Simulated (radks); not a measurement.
Values are calculated unless marked as measured or tabulated.
Problem. Pb+, 81 electrons, occupied as [Hg] 6p1. Level of theory: scalar-relativistic Kohn-Sham, LDA (Slater exchange, Perdew-Wang correlation), spin-unpolarised, spherical densities, point nucleus (a radial shooting solver on a logarithmic mesh with Libxc functionals). Some entries of the table are withheld. Estimate them.

orbital  occ.  eigenvalue (eV)  <r> (bohr)  <r^2> (bohr^2)
1s          2        -88077.14     0.01605       0.0003574
2s          2        -15761.22         (1)        0.005424
2p          6        -13523.68     0.06145        0.004620
3s          2        -3789.058      0.1746             (2)
3p          6        -3147.695      0.1766         0.03615
3d         10        -2493.034      0.1600         0.02994
4s          2        -863.1032      0.3845          0.1668
4p          6        -652.9014         (3)          0.1912
4d         10        -409.7221      0.4312          0.2146
5s          2        -152.1999      0.8524          0.8144
4f         14        -141.0333      0.4539          0.2468
5p          6         -93.7367      0.9763           1.076
5d         10         -29.0301       1.302           1.973
6s          2              (4)       2.240           5.662
6p          1         -10.1471       2.984           10.14
7s          0          -4.4125       5.766           37.30
5f          0          -0.9625         (5)           226.6

Solution. 
(1) 2s <r> (bohr): 0.06762
(2) 3s <r^2> (bohr^2): 0.03490
(3) 4p <r> (bohr): 0.4103
(4) 6s eigenvalue (eV): -19.5887
(5) 5f <r> (bohr): 13.98
